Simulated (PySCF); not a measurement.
Si(CCH)2(Cl)(F) (C4H2ClFSi), SMILES C#C[Si](F)(Cl)C#C.

Coordinates come from a ωB97X-D3(BJ)/def2-SVP optimisation. The structure was generated by enumeration, and PubChem lists no compound with its InChIKey, so it may never have been made.

Computed with ωB97X-D3(BJ)/def2-SVP (PySCF).

Frequencies are harmonic and unscaled.

```json
[
 {"mode": "1", "ν (cm⁻¹)": "90", "IR (km/mol)": "2.0", "Raman (Å⁴/amu)": "12.2", "depolarisation": "0.75", "moving atoms (share of kinetic energy)": "C 68 %, H 16 %"},
 {"mode": "2", "ν (cm⁻¹)": "113", "IR (km/mol)": "0.0", "Raman (Å⁴/amu)": "8.8", "depolarisation": "0.75", "moving atoms (share of kinetic energy)": "C 36 %, Cl 33 %, F 19 %, H 10 %"},
 {"mode": "3", "ν (cm⁻¹)": "122", "IR (km/mol)": "2.5", "Raman (Å⁴/amu)": "5.7", "depolarisation": "0.74", "moving atoms (share of kinetic energy)": "C 43 %, Cl 15 %, H 14 %, Si 14 %, F 13 %"},
 {"mode": "4", "ν (cm⁻¹)": "181", "IR (km/mol)": "0.8", "Raman (Å⁴/amu)": "5.4", "depolarisation": "0.75", "moving atoms (share of kinetic energy)": "C 53 %, F 24 %, H 12 %"},
 {"mode": "5", "ν (cm⁻¹)": "241", "IR (km/mol)": "4.0", "Raman (Å⁴/amu)": "2.9", "depolarisation": "0.73", "moving atoms (share of kinetic energy)": "F 53 %, Cl 20 %, C 17 %, Si 9 %"},
 {"mode": "6", "ν (cm⁻¹)": "313", "IR (km/mol)": "6.9", "Raman (Å⁴/amu)": "6.4", "depolarisation": "0.75", "moving atoms (share of kinetic energy)": "C 84 %, H 9 %"},
 {"mode": "7", "ν (cm⁻¹)": "350", "IR (km/mol)": "46.3", "Raman (Å⁴/amu)": "1.9", "depolarisation": "0.75", "moving atoms (share of kinetic energy)": "C 66 %, F 21 %"},
 {"mode": "8", "ν (cm⁻¹)": "390", "IR (km/mol)": "42.8", "Raman (Å⁴/amu)": "1.4", "depolarisation": "0.43", "moving atoms (share of kinetic energy)": "C 61 %, Cl 24 %"},
 {"mode": "9", "ν (cm⁻¹)": "403", "IR (km/mol)": "43.1", "Raman (Å⁴/amu)": "8.8", "depolarisation": "0.74", "moving atoms (share of kinetic energy)": "C 81 %"},
 {"mode": "10", "ν (cm⁻¹)": "523", "IR (km/mol)": "33.3", "Raman (Å⁴/amu)": "9.6", "depolarisation": "0.04", "moving atoms (share of kinetic energy)": "C 47 %, Cl 24 %, F 14 %, Si 13 %"},
 {"mode": "11", "ν (cm⁻¹)": "687", "IR (km/mol)": "267.5", "Raman (Å⁴/amu)": "2.7", "depolarisation": "0.69", "moving atoms (share of kinetic energy)": "Si 63 %, C 23 %, Cl 12 %"},
 {"mode": "12", "ν (cm⁻¹)": "736", "IR (km/mol)": "281.0", "Raman (Å⁴/amu)": "0.6", "depolarisation": "0.75", "moving atoms (share of kinetic energy)": "Si 60 %, C 38 %"},
 {"mode": "13", "ν (cm⁻¹)": "784", "IR (km/mol)": "14.1", "Raman (Å⁴/amu)": "1.3", "depolarisation": "0.75", "moving atoms (share of kinetic energy)": "H 75 %, C 25 %"},
 {"mode": "14", "ν (cm⁻¹)": "785", "IR (km/mol)": "44.3", "Raman (Å⁴/amu)": "2.5", "depolarisation": "0.74", "moving atoms (share of kinetic energy)": "H 75 %, C 25 %"},
 {"mode": "15", "ν (cm⁻¹)": "791", "IR (km/mol)": "5.5", "Raman (Å⁴/amu)": "2.0", "depolarisation": "0.75", "moving atoms (share of kinetic energy)": "H 75 %, C 25 %"},
 {"mode": "16", "ν (cm⁻¹)": "791", "IR (km/mol)": "39.1", "Raman (Å⁴/amu)": "1.9", "depolarisation": "0.71", "moving atoms (share of kinetic energy)": "H 75 %, C 25 %"},
 {"mode": "17", "ν (cm⁻¹)": "935", "IR (km/mol)": "175.2", "Raman (Å⁴/amu)": "1.4", "depolarisation": "0.23", "moving atoms (share of kinetic energy)": "F 52 %, Si 46 %"},
 {"mode": "18", "ν (cm⁻¹)": "2209", "IR (km/mol)": "49.1", "Raman (Å⁴/amu)": "186.4", "depolarisation": "0.14", "moving atoms (share of kinetic energy)": "C 90 %, H 10 %"},
 {"mode": "19", "ν (cm⁻¹)": "2209", "IR (km/mol)": "135.7", "Raman (Å⁴/amu)": "70.0", "depolarisation": "0.75", "moving atoms (share of kinetic energy)": "C 89 %, H 10 %"},
 {"mode": "20", "ν (cm⁻¹)": "3469", "IR (km/mol)": "66.2", "Raman (Å⁴/amu)": "24.7", "depolarisation": "0.75", "moving atoms (share of kinetic energy)": "H 85 %, C 15 %"},
 {"mode": "21", "ν (cm⁻¹)": "3469", "IR (km/mol)": "28.1", "Raman (Å⁴/amu)": "57.6", "depolarisation": "0.12", "moving atoms (share of kinetic energy)": "H 85 %, C 15 %"}
]
```
